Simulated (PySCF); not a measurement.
**Mg: excitation energy**

Mg [Ne] 3s2 (1S) → Mg [Ne] 3s1 3d1 (3D), as a difference of total energies. Calculation: PySCF 2.14, in x2c-QZVPPall with one added diffuse shell each of s, p, d, f type (10s7p6d3f, 82 functions); the spin-free X2C one-electron Hamiltonian (Gaussian nucleus). Correlated levels: valence: [Ne] frozen; valence and next inner shell: 1s2 frozen. The calculations carry no spin-orbit coupling.

```json
{"method": "UHF", "excitation energy (eV)": "5.037", "error (eV)": "-0.909"}
{"method": "LDA", "excitation energy (eV)": "5.681", "error (eV)": "-0.265"}
{"method": "PBE", "excitation energy (eV)": "5.514", "error (eV)": "-0.432"}
{"method": "PBE0", "excitation energy (eV)": "5.555", "error (eV)": "-0.391"}
{"method": "r2SCAN", "excitation energy (eV)": "5.457", "error (eV)": "-0.489"}
{"method": "r2SCAN0", "excitation energy (eV)": "5.528", "error (eV)": "-0.418"}
{"method": "CAM-B3LYP", "excitation energy (eV)": "5.917", "error (eV)": "-0.029"}
{"method": "wB97X", "excitation energy (eV)": "5.965", "error (eV)": "+0.019"}
{"method": "PBEsol", "excitation energy (eV)": "5.482", "error (eV)": "-0.464"}
{"method": "MP2 (valence)", "excitation energy (eV)": "5.646", "error (eV)": "-0.300"}
{"method": "SCS-MP2 (valence)", "excitation energy (eV)": "5.797", "error (eV)": "-0.149"}
{"method": "MP2 (valence and next inner shell)", "excitation energy (eV)": "5.776", "error (eV)": "-0.170"}
{"method": "SCS-MP2 (valence and next inner shell)", "excitation energy (eV)": "5.898", "error (eV)": "-0.048"}
```

Reference: 5.946 eV (measured; NIST levels, between the centres of gravity of the two terms).

Errors of the correlated levels include the incompleteness of this basis and the frozen core.
